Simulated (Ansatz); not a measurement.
Ansatz (a quantum-chemistry and plane-wave program) input (CCSD(T)/def2-SVP):

Ansatz 0.2 input:
```yaml
crystal:
  periodic: [false, false, false]
  atoms:
    - {symbol: Zn, position_ang: [0.00000000, 0.00000000, 0.00000000]}
    - {symbol: Cl, position_ang: [0.00000000, 0.00000000, 2.12837565]}
    - {symbol: Cl, position_ang: [-0.00000000, -0.00000000, -2.12837565]}
basis:
  gaussian:
    orbitals: def2-SVP
total_charge: 1
magnetization: {spin_polarized: true, initial_magnetization: 1}
correlation: {method: ccsd_t, electrons: outside_noble_gas}
```

End of the output:

```
mean field evaluation 1: about -73359.6488 eV, gradient 1.5e1 eV
mean field evaluation 2: about -73359.6993 eV, gradient 1.5e1 eV
mean field evaluation 4: about -73361.1116 eV, gradient 1.9e0 eV
mean field evaluation 8: about -73361.1453 eV, gradient 2.0e-1 eV
mean field evaluation 16: about -73361.1464 eV, gradient 2.4e-3 eV
mean field evaluation 32: about -73361.7493 eV, gradient 1.4e-1 eV
mean field evaluation 64: about -73361.1464 eV, gradient 1.3e-2 eV
mean field evaluation 96: about -73360.5927 eV, gradient 6.6e-7 eV
mean field evaluation 128: about -73360.3751 eV, gradient 6.6e-3 eV
mean field evaluation 160: about -73361.7407 eV, gradient 3.8e-1 eV
mean field evaluation 192: about -73361.7498 eV, gradient 4.0e-2 eV
mean field evaluation 224: about -73360.3746 eV, gradient 5.3e-2 eV
mean field evaluation 256: about -73360.3741 eV, gradient 1.0e-1 eV
mean field evaluation 288: about -73357.5132 eV, gradient 9.0e-1 eV
mean field evaluation 320: about -73357.5181 eV, gradient 1.6e-3 eV
mean field evaluation 352: about -73357.5181 eV, gradient 2.4e-2 eV
mean field evaluation 384: about -73357.3866 eV, gradient 9.0e-1 eV
mean field evaluation 416: about -73360.5874 eV, gradient 4.7e-1 eV
mean field evaluation 448: about -73360.3151 eV, gradient 2.3e-3 eV
mean field evaluation 480: about -73357.3866 eV, gradient 1.0e-1 eV
mean field evaluation 512: about -73361.1464 eV, gradient 9.2e-3 eV
mean field evaluation 544: about -73360.3151 eV, gradient 1.0e-3 eV
mean field evaluation 576: about -73361.1464 eV, gradient 1.7e-3 eV
mean field evaluation 608: about -73360.3029 eV, gradient 6.4e-1 eV
mean field evaluation 640: about -73361.6501 eV, gradient 2.0e0 eV
mean field evaluation 672: about -73360.3457 eV, gradient 4.1e-1 eV
mean field evaluation 704: about -73357.5133 eV, gradient 3.8e-1 eV
mean field evaluation 736: about -73357.5181 eV, gradient 3.2e-4 eV
mean field -73361.74984665 eV, -2695.9945804843 hartree, gradient 3.0e-6 eV, S^2 0.756440; 16 other end points of the search recorded, 0 dependent functions left out
determinant -73361.74984665 eV, -2695.9945804843 hartree, with singles and doubles -73376.32864722 eV, -2696.5303415236 hartree
determinant -73361.14644718 eV, -2695.9724059630 hartree, with singles and doubles -73376.34067833 eV, -2696.5307836585 hartree
determinant -73360.59271457 eV, -2695.9520566646 hartree, with singles and doubles -73375.84716030 eV, -2696.5126472056 hartree
determinant -73360.37506247 eV, -2695.9440580975 hartree, with singles and doubles -73375.12750778 eV, -2696.4862004632 hartree
determinant -73360.31513034 eV, -2695.9418556325 hartree, with singles and doubles -73375.21390833 eV, -2696.4893756248 hartree
determinant -73358.94797271 eV, -2695.8916135163 hartree, with singles and doubles -73374.14669032 eV, -2696.4501560865 hartree
determinant -73361.74984665 eV, -2695.9945804843 hartree, with singles and doubles -73376.36236513 eV, -2696.5315806338 hartree
determinant -73361.14644718 eV, -2695.9724059630 hartree, with singles and doubles -73376.33947491 eV, -2696.5307394336 hartree
determinant -73360.59271457 eV, -2695.9520566646 hartree, with singles and doubles -73375.84616153 eV, -2696.5126105015 hartree
19 core orbitals not correlated
reference -73361.74984665 eV, -2695.9945804843 hartree; 13, 12 occupied and 35, 36 virtual orbitals, 620 factors
second order -14.35374683 eV of doubles, -0.00000000 eV of singles
coupled cluster: 0.19 GiB planned
cycle   1  -14.61251970 eV  change   -1.2e-6 eV  update   1.3e-6
perturbative correction -0.37866829 eV, -0.0139158031 hartree
Total energy: -73376.74103464 eV, -2696.5454964816 hartree
```

The spin state was set by rule; other spins were not relaxed.
